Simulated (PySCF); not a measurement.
Computed shifts of a molecule C₄H₁₀Zn, PySCF with KT2/pcSseg-1, GIAO, gas phase, atoms alike by connectivity averaged where their shifts nearly agree, in ppm (number of nuclei): ¹³C: 16.6 (2), 11.7 (2). ¹H: 1.75 (6), 0.99 (4). References: ¹³C against TMS (σ = 185.1 ppm); ¹H against TMS (σ = 31.47 ppm), references at their B3LYP-D3(BJ)/def2-TZVP geometries, non-relativistic. The structure is a stationary point at PBE-D3(BJ)/def2-SVP. One conformer was computed; it need not be the lowest.

Problem. Identify the compound among the candidates.
A) C[C](C)(C)[ZnH]
B) [CH3][Zn][CH](C)C
C) C[CH2][Zn][CH2]C

Solution. C, C[CH2][Zn][CH2]C
